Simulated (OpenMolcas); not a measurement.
## Pt2+ in KMgF3

Pt2+ with its 6 nearest fluoride ions at 2.067 Å, on the Mg site of KMgF3 (a = 3.973 Å, distance in the model lattice 1.986 Å). The rest of the host is ab initio model potentials to 7.6 Å, with orthogonalisation functions on the cations behind the ligands, and point charges beyond; the distance is set by hand and nothing relaxes. Ligand basis ANO-RCC-VDZP.

```
Program             : OpenMolcas 26.06
Method              : CASSCF
Basis               : ANO-RCC-VTZP [8s7p5d3f1g]
Scalar Hamiltonian  : DKH2, point nucleus
Active space        : 8 electrons in 5 orbitals (5d)
State averaging     : 2S+1 = 3 even, 10 roots; 2S+1 = 1 even, 15 roots
Spin-orbit coupling : RASSI with atomic mean-field integrals over the reference wave functions
```

The lowest spin-free states (labels of O, the rotations of Oh), above the lowest:

```csv
State,Degeneracy,E (cm-1)
3A2,1,0.0
1E,2,12666
3T2,3,20492
1A1,1,22826
3T1,3,28502
1T2,3,32808
1T1,3,36201
3T1,3,44857
1E,2,54689
1T2,3,54927
1A1,1,73910
```

The lowest levels with spin-orbit coupling:

```tsv
E (cm-1)	Degeneracy	Label	2S+1
0.0	3	T2	3
11046	2	E	1 (78 %)
19481	3	T1	3
19632	2	E	3 (90 %)
20361	1	A1	1 (62 %)
22562	3	T2	3
24822	1	A2	3
30612	3	T1	3
30978	3	T2	3 (86 %)
32210	1	A1	3 (63 %)
33740	2	E	3 (83 %)
34189	3	T2	1 (63 %)
38975	3	T1	1 (89 %)
45106	1	A1	3
47620	3	T1	3
48918	2	E	3
49886	3	T2	3 (73 %)
58838	2	E	1 (90 %)
59268	3	T2	1 (85 %)
79054	1	A1	1
```

Powder χT (cm3 K/mol): 1.59 at 2 K, 1.59 at 10 K, 1.6 at 50 K, 1.6 at 100 K, 1.61 at 200 K, 1.61 at 300 K. The effective moment at 300 K is 2.828 √(χT) = 3.59 μB.

The lowest level has 2S+1 = 3, for which the spin-only value is χT = S(S+1) / 2 = 1.000 cm3 K/mol (g = 2). The computed 1.614 at 300 K differs by +0.614, through orbital momentum, spin-orbit coupling and any other state in reach.

Metal share of the active 5d orbitals (Löwdin): 86, 86, 94, 94, 94 %; Mulliken charge of the metal 1.51.

A least-squares ligand-field fit to the states below 45000 cm-1, each weighted by its degeneracy and with a free common offset, gives 10Dq = 20369 cm-1, B = 797 cm-1 and C = 3145 cm-1 (C/B = 3.95), with an rms deviation of 80 cm-1.

The same method and metal basis give the free ion B = 865 cm-1 (fit to its terms below 60000 cm-1, rms deviation 8 cm-1), so the nephelauxetic ratio is β = 797 / 865 = 0.92; it hangs on how both fits weigh the states, and computed free-ion B values tend to be too large, so β mixes covalency with correlation.

Without dynamic correlation the repulsion within the d shell is too large (B by tens of per cent), so at a given field states of lower spin stand too high. Real 4d8 and 5d8 ions are as a rule square planar and diamagnetic. With metal d orbitals alone the field can be off either way by tens of per cent. Ligand-to-metal charge-transfer states are missing. With no ligand orbital active B as a rule stays too high, so bands that hang on it stand too high and its fall with covalency is understated. No measured value stands beside these numbers; the geometry was set by hand and not optimised.
